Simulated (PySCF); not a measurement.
# What a mistake does to a calculation on BCGeH5N

All numbers below are calculated, not measured. They come from PySCF 2.14.0, an open-source quantum chemistry program, on an isolated molecule that a program drew, which may never have been made. The molecule is BCGeH5N (charge 0, doublet), drawn as the SMILES string `[BH][N]=[GeH][CH3]`.

Each row is a Hartree-Fock (HF) and frozen-core CCSD(T) single point in the cc-pVDZ basis, meant for a local HF minimum. Run 1 is clean. Each other run has one planted mistake out of seven kinds, and not every kind appears here: one electron removed, one electron added, multiplicity raised by two, geometry at a saddle point, minimal basis STO-3G, one bond length entered in bohr, all coordinates scaled. The reference is restricted for singlets and unrestricted otherwise, and also for a bond in bohr. Adding or removing an electron swaps singlet and doublet. Electrons count all cores. HOMO and LUMO are orbital energies over both spins, the gradient is its largest component, and the lowest frequency (negative if imaginary) is given only where the gradient is small. Bond lengths are over the 8 bonds as drawn. T1 is the CCSD diagnostic: over 0.02 (restricted) or 0.045 (unrestricted) a single reference is doubtful. Germanium has the cc-pVDZ-PP basis, with a core potential (ECP10MDF) in place of its 10 inner electrons, and its 3s, 3p and 3d shells are frozen in CCSD(T).

Geometry of the clean run:
```xyz
9
BCGeH5N, angstrom
B     2.4283   -0.3874   -1.2765
N     1.6627    0.3239   -0.6071
Ge    0.4759    1.4418    0.2093
C     1.4600    2.6287    1.4264
H     3.1565   -1.0640   -1.8993
H    -0.5491    0.5732    0.9652
H     2.1723    3.2345    0.8651
H     0.7680    3.2880    1.9534
H     2.0061    2.0263    2.1563
```

| run | electrons | basis functions | <S^2> | HOMO (eV) | LUMO (eV) | gradient (hartree/bohr) | lowest frequency (cm^-1) | mean bond (Å) | longest bond (Å) | T1 | HF (hartree) | CCSD(T) (hartree) | mistake |
|---|---|---|---|---|---|---|---|---|---|---|---|---|---|
| 1 | 55 | 90 | 0.755 | -8.21 | 1.50 | 3.1e-05 | 116 | 1.3773 | 1.964 | 0.0154 | -413.29167 | -413.81401 | no fault |
| 2 | 55 | 90 | 3.776 | -4.76 | 0.47 | 1.5e-01 | - | 1.3773 | 1.964 | 0.0200 | -413.10452 | -413.58509 | multiplicity raised by two |
| 3 | 55 | 90 | 0.757 | -8.38 | 1.23 | 3.4e-02 | - | 1.4337 | 2.045 | 0.0170 | -413.27737 | -413.81049 | all coordinates scaled |
| 4 | 56 | 90 | 0.000 | -0.33 | 8.81 | 5.9e-02 | - | 1.3773 | 1.964 | 0.0158 | -413.26771 | -413.82574 | ? |

**Which mistake was planted in run 4, and what did it cost?**

It counts 56 electrons, one more than the clean run, at the same geometry and basis. So the mistake is: one electron added. Subtracting run 1 and multiplying by 627.51 kcal/mol a hartree, the energy moved by 15.0 kcal/mol in HF and -7.4 kcal/mol in CCSD(T).

